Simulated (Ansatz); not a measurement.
Molecular dynamics of AlClF2

input.yaml

```yaml
crystal:
  periodic: [false, false, false]
  atoms:
    - { symbol: Al, position_ang: [0.0276, 0.0, -0.015928] }
    - { symbol: F, position_ang: [0.016246, 0.0, 1.615657] }
    - { symbol: Cl, position_ang: [1.814918, 0.0, -1.047832] }
    - { symbol: F, position_ang: [-1.391065, 0.0, -0.821897] }
basis:
  gaussian: { orbitals: def2-mTZVP }
hamiltonian:
  xc: cam_b3lyp
md:
  timestep: 2.0
  n_steps: 150
  ensemble: nvt_langevin
  temperature: 400.0
  initial_velocities: maxwell_boltzmann
  seed: 975057
  friction: 0.01
```

Launched with:

```bash
$ ansatz run input.yaml --threads 2 --pin off --max-ram 3072MiB --backend cpu --events-out ev --progress --plain --runs-dir out
```

It starts from a relaxed structure.

Output, in part (one step line in 3, the closing report, with atoms numbered from 0):

```
md step     0: t =     0.00 fs  T =   300.0 K  F+E_penalty+E_count = -24561.33952230 eV  E_kin = 0.155112 eV  (26 SCF iters)
md step     3: t =     6.00 fs  T =   316.4 K  F+E_penalty+E_count = -24561.30652923 eV  E_kin = 0.163594 eV  (31 SCF iters)
md step     6: t =    12.00 fs  T =   306.3 K  F+E_penalty+E_count = -24561.30192237 eV  E_kin = 0.158354 eV  (31 SCF iters)
md step     9: t =    18.00 fs  T =   208.5 K  F+E_penalty+E_count = -24561.28845015 eV  E_kin = 0.107827 eV  (31 SCF iters)
md step    12: t =    24.00 fs  T =   155.8 K  F+E_penalty+E_count = -24561.26159746 eV  E_kin = 0.080575 eV  (25 SCF iters)
md step    15: t =    30.00 fs  T =   237.9 K  F+E_penalty+E_count = -24561.26434739 eV  E_kin = 0.122990 eV  (32 SCF iters)
md step    18: t =    36.00 fs  T =   154.9 K  F+E_penalty+E_count = -24561.26141647 eV  E_kin = 0.080076 eV  (25 SCF iters)
md step    21: t =    42.00 fs  T =   264.6 K  F+E_penalty+E_count = -24561.27766916 eV  E_kin = 0.136818 eV  (31 SCF iters)
md step    24: t =    48.00 fs  T =   220.7 K  F+E_penalty+E_count = -24561.29194977 eV  E_kin = 0.114129 eV  (31 SCF iters)
md step    27: t =    54.00 fs  T =   349.0 K  F+E_penalty+E_count = -24561.29600632 eV  E_kin = 0.180469 eV  (31 SCF iters)
md step    30: t =    60.00 fs  T =   390.9 K  F+E_penalty+E_count = -24561.30123809 eV  E_kin = 0.202092 eV  (31 SCF iters)
md step    33: t =    66.00 fs  T =   328.3 K  F+E_penalty+E_count = -24561.28847774 eV  E_kin = 0.169724 eV  (31 SCF iters)
md step    36: t =    72.00 fs  T =   326.3 K  F+E_penalty+E_count = -24561.27267632 eV  E_kin = 0.168723 eV  (25 SCF iters)
md step    39: t =    78.00 fs  T =   335.6 K  F+E_penalty+E_count = -24561.27011681 eV  E_kin = 0.173512 eV  (26 SCF iters)
md step    42: t =    84.00 fs  T =   261.4 K  F+E_penalty+E_count = -24561.27304439 eV  E_kin = 0.135143 eV  (32 SCF iters)
md step    45: t =    90.00 fs  T =   344.0 K  F+E_penalty+E_count = -24561.26281309 eV  E_kin = 0.177864 eV  (26 SCF iters)
md step    48: t =    96.00 fs  T =   392.8 K  F+E_penalty+E_count = -24561.28110908 eV  E_kin = 0.203093 eV  (31 SCF iters)
md step    51: t =   102.00 fs  T =   445.1 K  F+E_penalty+E_count = -24561.29318982 eV  E_kin = 0.230118 eV  (31 SCF iters)
md step    54: t =   108.00 fs  T =   333.4 K  F+E_penalty+E_count = -24561.27658216 eV  E_kin = 0.172364 eV  (26 SCF iters)
md step    57: t =   114.00 fs  T =   400.4 K  F+E_penalty+E_count = -24561.27806218 eV  E_kin = 0.207046 eV  (31 SCF iters)
md step    60: t =   120.00 fs  T =   414.5 K  F+E_penalty+E_count = -24561.29404845 eV  E_kin = 0.214334 eV  (31 SCF iters)
md step    63: t =   126.00 fs  T =   313.6 K  F+E_penalty+E_count = -24561.27625930 eV  E_kin = 0.162151 eV  (30 SCF iters)
md step    66: t =   132.00 fs  T =   266.1 K  F+E_penalty+E_count = -24561.27556828 eV  E_kin = 0.137586 eV  (31 SCF iters)
md step    69: t =   138.00 fs  T =   350.5 K  F+E_penalty+E_count = -24561.25831695 eV  E_kin = 0.181208 eV  (31 SCF iters)
md step    72: t =   144.00 fs  T =   295.5 K  F+E_penalty+E_count = -24561.25684256 eV  E_kin = 0.152786 eV  (26 SCF iters)
md step    75: t =   150.00 fs  T =   329.1 K  F+E_penalty+E_count = -24561.27736574 eV  E_kin = 0.170139 eV  (31 SCF iters)
md step    78: t =   156.00 fs  T =   135.4 K  F+E_penalty+E_count = -24561.22576293 eV  E_kin = 0.070032 eV  (26 SCF iters)
md step    81: t =   162.00 fs  T =   191.4 K  F+E_penalty+E_count = -24561.21652184 eV  E_kin = 0.098974 eV  (25 SCF iters)
md step    84: t =   168.00 fs  T =   241.1 K  F+E_penalty+E_count = -24561.27847818 eV  E_kin = 0.124669 eV  (31 SCF iters)
md step    87: t =   174.00 fs  T =   228.3 K  F+E_penalty+E_count = -24561.27726484 eV  E_kin = 0.118041 eV  (31 SCF iters)
md step    90: t =   180.00 fs  T =   164.6 K  F+E_penalty+E_count = -24561.27313002 eV  E_kin = 0.085120 eV  (26 SCF iters)
md step    93: t =   186.00 fs  T =   248.9 K  F+E_penalty+E_count = -24561.32223112 eV  E_kin = 0.128669 eV  (30 SCF iters)
md step    96: t =   192.00 fs  T =   286.9 K  F+E_penalty+E_count = -24561.30874781 eV  E_kin = 0.148320 eV  (31 SCF iters)
md step    99: t =   198.00 fs  T =   221.9 K  F+E_penalty+E_count = -24561.27961742 eV  E_kin = 0.114726 eV  (26 SCF iters)
md step   102: t =   204.00 fs  T =   280.9 K  F+E_penalty+E_count = -24561.30883402 eV  E_kin = 0.145237 eV  (31 SCF iters)
md step   105: t =   210.00 fs  T =   209.7 K  F+E_penalty+E_count = -24561.30091355 eV  E_kin = 0.108424 eV  (31 SCF iters)
md step   108: t =   216.00 fs  T =    88.9 K  F+E_penalty+E_count = -24561.27337447 eV  E_kin = 0.045978 eV  (24 SCF iters)
md step   111: t =   222.00 fs  T =    80.6 K  F+E_penalty+E_count = -24561.28911788 eV  E_kin = 0.041668 eV  (31 SCF iters)
md step   114: t =   228.00 fs  T =    70.5 K  F+E_penalty+E_count = -24561.28670376 eV  E_kin = 0.036450 eV  (26 SCF iters)
md step   117: t =   234.00 fs  T =   133.3 K  F+E_penalty+E_count = -24561.29352570 eV  E_kin = 0.068919 eV  (26 SCF iters)
md step   120: t =   240.00 fs  T =   229.3 K  F+E_penalty+E_count = -24561.31904886 eV  E_kin = 0.118544 eV  (31 SCF iters)
md step   123: t =   246.00 fs  T =   226.1 K  F+E_penalty+E_count = -24561.29327456 eV  E_kin = 0.116887 eV  (25 SCF iters)
md step   126: t =   252.00 fs  T =   242.9 K  F+E_penalty+E_count = -24561.31441261 eV  E_kin = 0.125580 eV  (25 SCF iters)
md step   129: t =   258.00 fs  T =   439.8 K  F+E_penalty+E_count = -24561.33846052 eV  E_kin = 0.227370 eV  (31 SCF iters)
md step   132: t =   264.00 fs  T =   413.5 K  F+E_penalty+E_count = -24561.30939595 eV  E_kin = 0.213799 eV  (26 SCF iters)
md step   135: t =   270.00 fs  T =   358.3 K  F+E_penalty+E_count = -24561.30983651 eV  E_kin = 0.185254 eV  (31 SCF iters)
md step   138: t =   276.00 fs  T =   327.1 K  F+E_penalty+E_count = -24561.30725188 eV  E_kin = 0.169105 eV  (31 SCF iters)
md step   141: t =   282.00 fs  T =   283.5 K  F+E_penalty+E_count = -24561.28452903 eV  E_kin = 0.146583 eV  (31 SCF iters)
md step   144: t =   288.00 fs  T =   318.9 K  F+E_penalty+E_count = -24561.28289995 eV  E_kin = 0.164882 eV  (31 SCF iters)
md step   147: t =   294.00 fs  T =   248.1 K  F+E_penalty+E_count = -24561.25136584 eV  E_kin = 0.128298 eV  (26 SCF iters)
md step   150: t =   300.00 fs  T =   323.0 K  F+E_penalty+E_count = -24561.26995744 eV  E_kin = 0.166989 eV  (26 SCF iters)
Total energy: -24561.27006779 eV, -902.6100267647 hartree
Atom 0 at     0.049320    -0.233180     0.208224 Å, force    -0.194846    -0.934046    -1.490230 eV/Å
Atom 1 at     0.652050     0.253824     1.615182 Å, force     0.136809     0.351495     0.707776 eV/Å
Atom 2 at     1.243803    -0.279238    -1.519928 Å, force    -0.252079     0.184211     0.485031 eV/Å
Atom 3 at    -1.412482    -0.970451     0.024647 Å, force     0.310116     0.398341     0.297423 eV/Å
Dipole moment:    -0.026941     0.152409     0.061574 e Å
```

All steps were run. The mean temperature of the second half is 40 % below the set value. A run of 0.3 ps of so small a system gives no equilibrium averages.

The same pairs are bonded in the first frame and the last. Pairs count as bonded within 1.25 times the sum of covalent radii (0.12 Å more for H–H).

Last frame:

```xyz
4
Properties=species:S:1:pos:R:3
Al 0.049 -0.233 0.208
F 0.652 0.254 1.615
Cl 1.244 -0.279 -1.520
F -1.413 -0.971 0.025
```

Run time: 3.3 min on 2 threads of Arm Neoverse V2 (shared host), peak memory 0.16 GiB.
